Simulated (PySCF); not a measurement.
## Electric properties by functional and basis

Compound: CH₅GaO.
Z-matrix (Å and degrees, PBE0-D3(BJ)/def2-SVP geometry), rows numbered from 1:
```
C 
O   1  1.3937
Ga  2  1.7836  1  126.08
H   1  1.1084  2  113.59  3    -6.28
H   1  1.1050  2  110.28  3  -126.90
H   1  1.1056  2  110.78  3   114.63
H   3  1.5567  2  113.55  1  -179.70
H   3  1.5671  2  115.92  1     0.57
```

PySCF, dipoles from the SCF density, polarisabilities from static response with core orbitals frozen. The structure is a single PBE0-D3(BJ)/def2-SVP conformer in the gas phase; no vibrational or solvent corrections. Relativistic effects, spin–orbit coupling among them, are left out although an element past zinc is present.

Q: How do dipole and polarisability depend on functional and basis here?

A: 

| level | μ (D) | α (Å³) | anisotropy (Å³) |
| --- | --- | --- | --- |
| LDA/def2-SVPD | 1.051 | 7.67 | 3.20 |
| PBE/def2-SVPD | 1.008 | 7.54 | 3.09 |
| B3LYP/def2-SVPD | 1.131 | 7.18 | 2.73 |
| PBE0/def2-SVPD | 1.144 | 7.07 | 2.61 |
| BHandHLYP/def2-SVPD | 1.268 | 6.75 | 2.29 |
| CAM-B3LYP/def2-SVPD | 1.204 | 7.01 | 2.49 |
| wB97X-D/def2-SVPD | 1.183 | 7.00 | 2.44 |
| LC-wPBE/def2-SVPD | 1.223 | 6.77 | 2.26 |
| HF/def2-SVPD | 1.376 | 6.31 | 1.80 |
| PBE0/6-31G* | 1.142 | 5.83 | 2.68 |
| PBE0/def2-SVP | 1.122 | 6.00 | 2.76 |
| PBE0/aug-cc-pVDZ | 1.095 | 7.19 | 2.76 |
| PBE0/def2-TZVP | 1.060 | 6.73 | 2.71 |
| PBE0/def2-TZVPD | 1.089 | 7.20 | 2.71 |
| PBE0/aug-cc-pVTZ | 1.085 | 7.23 | 2.72 |

The anisotropy is √(½[(α1 − α2)² + (α2 − α3)² + (α3 − α1)²]). The dipole runs from 1.01 D (PBE/def2-SVPD) to 1.38 D (HF/def2-SVPD). No reference polarisability is at hand; against PBE0 in the largest diffuse basis at hand (aug-cc-pVTZ) the other PBE0 rows deviate by 6-31G* -19%, def2-SVP -17%, def2-SVPD -2%, aug-cc-pVDZ -1%, def2-TZVP -7%, def2-TZVPD 0%. In one basis (def2-SVPD) the functionals order the polarisability from HF (lowest) to LDA (highest), a spread of 22%. With PBE0 the polarisability is 6.18 Å³ without diffuse functions (mean of 6-31G*, def2-SVP and def2-TZVP) and 7.17 Å³ with them (mean of def2-SVPD, aug-cc-pVDZ, def2-TZVPD and aug-cc-pVTZ).
